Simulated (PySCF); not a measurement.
C2H6N, SMILES [CH2]CN, multiplicity 2. Atoms are numbered in the order given.

```xyz
9

C      1.2440     0.1887    -0.3276
C      0.0660    -0.3993     0.3502
N     -1.1788     0.2071    -0.1277
H      2.2292     0.1089     0.1101
H      1.1452     0.5686    -1.3352
H      0.2039    -0.3382     1.4421
H      0.0048    -1.4765     0.1252
H     -1.2082     1.1893     0.1204
H     -1.9838    -0.2384     0.2957
```
Charge 0, spin multiplicity 2.

Geometry optimised at B3LYP-D3(BJ)/def2-TZVP. The isomer is the one that the SMILES or the coordinates give; other isomers of the formula were not compared. The values are those of a single conformer.

Computed with PBE/def2-TZVPD run with PySCF.

Mulliken values depend strongly on the basis, most of all with diffuse functions as here. Atomic charges (e):

| atom | Mulliken | meta-Löwdin | Mulliken spin |
|---|---|---|---|
| C1 | -0.68 | -0.27 | 0.98 |
| C2 | 0.01 | -0.12 | -0.06 |
| N3 | -0.50 | -0.50 | 0.01 |
| H4 | 0.22 | [?] | -0.02 |
| H5 | 0.26 | [?] | -0.01 |
| H6 | 0.18 | [?] | 0.03 |
| H7 | 0.18 | [?] | 0.08 |
| H8 | 0.18 | [?] | 0.00 |
| H9 | 0.17 | [?] | 0.00 |

### Question
Complete the blanks. (Estimate from the structure and the level; the computed values follow.)

### Answer

- H4, meta-Löwdin: 0.12
- H5, meta-Löwdin: 0.12
- H6, meta-Löwdin: 0.10
- H7, meta-Löwdin: 0.12
- H8, meta-Löwdin: 0.21
- H9, meta-Löwdin: 0.21
